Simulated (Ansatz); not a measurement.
AlCl₄, that is [AlCl4]- with one electron fewer. The state is a doublet with charge 0. Geometry r2SCAN-D4/def2-SVPD, that of the charge -1 singlet; atoms count from 1.

```xyz
5

Al    0.000    0.000    0.000
Cl    1.419   -1.645    0.101
Cl    1.027    1.804   -0.647
Cl   -0.872    0.327    1.965
Cl   -1.574   -0.487   -1.420
```

**Question.** Estimate the Mulliken populations from the PBE0/def2-TZVPD orbitals of Ansatz.

**Answer.** 
```csv
atom,charge (e),spin (α − β)
Al1,0.60,-0.07
Cl2,-0.15,0.27
Cl3,-0.15,0.27
Cl4,-0.15,0.27
Cl5,-0.15,0.27
```
Mulliken values depend strongly on the basis. With diffuse functions, as here, like atoms can get unlike values, and bond orders can come out too low or too high.

**Question.** Where does the spin sit?

**Answer.** Summed by element: Al -0.07, Cl 1.07, of 1 unpaired in all. Largest on single atoms: Cl5 0.27, Cl3 0.27, Cl4 0.27.

**Question.** And the Mayer bond orders between heavy atoms (over 0.3)?

**Answer.** Al1–Cl2 0.93 (2.17 Å); Al1–Cl3 0.93 (2.17 Å); Al1–Cl4 0.93 (2.17 Å); Al1–Cl5 0.93 (2.17 Å).
